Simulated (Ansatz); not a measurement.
Reaction (redistribution): `[SiH3]N[SiH2]Br` + `BO[SiH2]B` → `BO[SiH2]Br` + `B[SiH2]N[SiH3]`

Program: Ansatz. Geometries: PBE0-D4/def2-TZVP. ΔE: electronic, gas phase. CCSD(T)/CBS is the MP2 limit (def2-TZVPP, def2-QZVPP) plus CCSD(T) − MP2 in def2-TZVPP, frozen cores. Functionals use def2-TZVPP. For Br outer-core shells are correlated without core-valence functions, which leaves a few kJ/mol of doubt a bond. Scalar relativity is left out up to krypton. Each species was taken in one conformer, which may not be the lowest.

Question: Is it downhill or uphill in electronic energy at CCSD(T)/CBS, and by how much? (An estimate is asked.)

Answer: Computed: Uphill: ΔE = +2.2 kcal/mol.

Question: What do these levels give: LDA (SPW92), revPBE-D4, r2SCAN-D4, B97M-V, PBE, CCSD(T)/def2-SVP? (Estimate.)

Answer: The calculation gave: LDA (SPW92) 2.6, revPBE-D4 2.3, r2SCAN-D4 2.3, B97M-V 2.0, PBE 2.5, CCSD(T)/def2-SVP 2.6 kcal/mol.

Largest T1 diagnostic among the species: 0.013.

Leaving LDA and LC-ωPBE aside and taking each functional with its dispersion term where it has one, the values, not all of them listed here, spread over 0.7 kcal/mol, from B97M-V to BLYP-D4.
